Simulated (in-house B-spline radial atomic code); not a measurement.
## RPA and G0W0 on PBE0: the caesium ion Cs⁴⁺

Configuration [Kr] 4d10 5s2 5p3, highest spin, mean-field start PBE0. Computed with a B-spline radial code for spherical atoms: all electrons, scalar-relativistic (spin-free one-electron X2C), finite nucleus, each spin shell either full or empty, empty states to l = 9 with an (l + 1/2)⁻⁴ tail; G0W0 by contour deformation at full frequency.

Spin-orbit coupling, left out, splits p levels strongly here.

Command:
```bash
python run_gw.py task.json out
```
Settings (radii: box in bohr, nucleus in fm):
```
Z                        55
electrons                51
configuration            [Kr] 4d10 5s2 5p3
hamiltonian              x2c
method                   pbe0
lmax                     9
rms_radius               4.8041
spin_polarised           True
box_radius               11.96
intervals                67
```

Run time, properties included: 8.1 s on 1 thread of Arm Neoverse N1 (shared host).

Energies (hartree):

```tsv
term	value
mean-field total	-7781.98411
Hartree-Fock functional on these orbitals	-7779.40743
direct second order	-4.5488
second-order exchange	1.2489
SOSEX correction	1.1705
```

Task: What is the RPA correlation energy, and what remains with SOSEX?

Result: RPA gives -4.0233 hartree (-2.15 eV per electron); RPA + SOSEX gives -2.8528, and the second-order doubles -3.2999 hartree (no singles). RPA lacks exchange-type terms and so overcorrelates at short range.

Quasi-particle levels (eV):

```tsv
level	occupied	mean field	Σx - vxc	Σc	QP weight	G0W0
5p up	yes	-53.85	-3.89	?	?	?
5s down	yes	-65.38	-1.92	-2.83	0.954	-70.13
4d down	yes	-120.70	-9.45	1.75	0.907	-128.40
5p down	no	-47.60	5.92	-2.66	0.951	-44.33
```

G0W0 = mean field + (Σx - vxc) + Σc, with Σc (partial-wave tail included) taken at the quasi-particle energy. Only the outer levels were computed. Levels of low weight are left out.

Task: Where does G0W0 put 5p up?

Result: At -58.45 eV, with Σc = -0.71 eV and a quasi-particle weight of 0.952. The tabulated removal energy is 56 ± 1.9 eV (NIST, tabulated theory); the calculation leaves out spin-orbit coupling, Breit and QED terms, and what these don't explain is the method's own error.
